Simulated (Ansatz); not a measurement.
`O=C[SiH2]Br` + HCl → `O=C[SiH2]Cl` + HBr at 700 K and 1 bar (ligand exchange at the Si–Br bond).

Program: Ansatz. Geometries: PBE0-D4/def2-TZVP. ΔE: electronic, gas phase. CCSD(T)/CBS is the MP2 limit (def2-TZVPP, def2-QZVPP) plus CCSD(T) − MP2 in def2-TZVPP, frozen cores. This one scheme is used for every species. For Br outer-core shells are correlated without core-valence functions, which leaves a few kJ/mol of doubt a bond. Scalar relativity is left out up to krypton. Each species was taken in one conformer, which may not be the lowest.

```tsv
species	CCSD(T)/CBS energy (Eh)	H − E (kJ/mol)	S (J/(mol·K))
`O=C[SiH2]Br`	-2977.43874	154.1	423.0
HCl	-460.38127	38.4	211.8
`O=C[SiH2]Cl`	-863.90082	154.5	408.9
HBr	-2573.91920	36.5	223.7
```

H − E and S are ideal-gas, rigid-rotor, harmonic terms from PBE0-D4/def2-TZVP, for one conformer and one mirror image of each species. 1 Eh = 2625.50 kJ/mol, R = 8.31446 J/(mol·K).

By hand: ΔE, ΔH, ΔS and ΔG.

ΔE = (-863.90082) + (-2573.91920) − (-2977.43874) − (-460.38127) = -0.00001 Eh = 0.0 kJ/mol. Δ(H − E) = 154.5 + 36.5 − 154.1 − 38.4 = -1.5, so ΔH = -1.5 kJ/mol. ΔS = 408.9 + 223.7 − 423.0 − 211.8 = -2.2 J/(mol·K). ΔG = -1.5 − 700 × (-2.2)/1000 = 0.0 kJ/mol.

By hand: the equilibrium constant, and the temperature at which ΔG would vanish if ΔH and ΔS stayed fixed.

log₁₀ K = −ΔG/(RT ln 10) = 0.0. ΔG = 0 at ΔH/ΔS = 682 K, though so small a ΔH makes that figure unsure.

TΔS isn't small against ΔH here. The sign of ΔG lies within the doubt. A doubt of 5 kJ/mol in ΔE shifts log₁₀ K by 0.4 here. Other conformers and mirror images would add mixing entropy, several J/(mol·K) or more a flexible species. Modes under 60 cm⁻¹, often nearly free rotors, make the harmonic entropy too high. These are equilibria of isolated gas molecules and say nothing of rates. Largest T1 diagnostic: 0.014 (customary marks: 0.02 for closed shells, 0.045 for open ones).
